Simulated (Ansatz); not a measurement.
Reactions of C3H6F2 (`CC(F)CF`).

Gas-phase electronic energies from Ansatz, PBE0-D4/def2-TZVP geometries. CBS: MP2 limit from def2 TZ/QZ plus the TZ coupled-cluster correction, frozen cores. This one scheme is used for every species. One conformer a species, not always the lowest.

Order these by ΔE at CCSD(T)/CBS, lowest first. (An estimate is asked.)
A. `CC(F)CF` + `[BH2][AlH][OH]` → `[BH2][AlH][O]C` + `FCCF`
B. `CC(F)CF` + `[SiH3][CH]1[NH][AlH]1` → `C[N]1[AlH][CH]1[SiH3]` + `FCCF`
C. `CC(F)CF` + H₂S → `CC(F)S` + fluoromethane
D. `CC(F)CF` + `OCF` → `CC(F)OCF` + fluoromethane

D (+0.12 eV), C (+0.24 eV), B (+0.40 eV), A (+0.86 eV).

Largest T1 diagnostic: 0.015, for `C[N]1[AlH][CH]1[SiH3]`.
